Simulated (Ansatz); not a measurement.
One change: `[SiH3]Cl` becomes `Cl[SiH2]Br`.

Ansatz, PBE0-D4/def2-TZVP geometries, multiplicity 1. 

Scalar relativity is left out up to krypton.

```
                                          property  `[SiH3]Cl`
size of the dipole moment (ωB97M-V/def2-TZVPP) / D        1.24
    zero-point energy (PBE0-D4/def2-TZVP) / kJ/mol        68.6
  size of the dipole moment (B3LYP/def2-TZVPP) / D        1.25
              HOMO–LUMO gap (PBE0/def2-TZVPP) / eV        8.94
                 HOMO energy (PBE/def2-TZVPP) / eV       -7.65
               LUMO energy (B3LYP/def2-TZVPP) / eV       -0.31
```

**Question.** Give the same properties after the change, and the shifts. (Best estimate.)

**Answer.** Ansatz gave: 
```csv
property,`Cl[SiH2]Br`,shift
size of the dipole moment (ωB97M-V/def2-TZVPP) / D,1.12,-0.12
zero-point energy (PBE0-D4/def2-TZVP) / kJ/mol,52.4,-16.2
size of the dipole moment (B3LYP/def2-TZVPP) / D,1.11,-0.14
HOMO–LUMO gap (PBE0/def2-TZVPP) / eV,8.38,-0.56
HOMO energy (PBE/def2-TZVPP) / eV,-7.41,0.24
LUMO energy (B3LYP/def2-TZVPP) / eV,-0.55,-0.24
```

With PBE0 the HOMO rises by 0.33 eV and the LUMO falls by 0.24 eV, so the gap narrows by about 0.57 eV. PBE moves the HOMO by 0.24 eV and ωB97M-V by 0.36 eV. Dipoles are sizes alone; their direction can turn.

B3LYP here is the variant with VWN-RPA as its local correlation; programs differ in this.

Spin–orbit coupling is left out; it splits and shifts lone-pair levels of the heavy atoms by tenths of an eV.
